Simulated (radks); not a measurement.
Values are calculated unless marked as measured or tabulated.
C, configuration 1s1.5 2s2 2p2.5 (fractional occupations, a model configuration). Level of theory: non-relativistic Kohn-Sham, RPBE, spin-polarised, spherical densities, point nucleus; open shells are filled with parallel spins first (a radial shooting solver on a logarithmic mesh with Libxc functionals).

Unscreened Slater integrals over Kohn-Sham orbitals (cm^-1). They are taken over the spin-up orbitals.

integral    value
F0(2p,2p)  131580
F2(2p,2p)   58862
F0(2p,2s)  133760
G1(2p,2s)   81360
F0(2p,1s)  190620
G1(2p,1s)   19871
F0(2s,2s)  136860
F0(2s,1s)  194260
G0(2s,1s)   13996
F0(1s,1s)  788050

Derived for the open shells (J is the average intra-shell exchange parameter used in DFT+U). 2p: J = F2/5 = 11770 cm^-1.
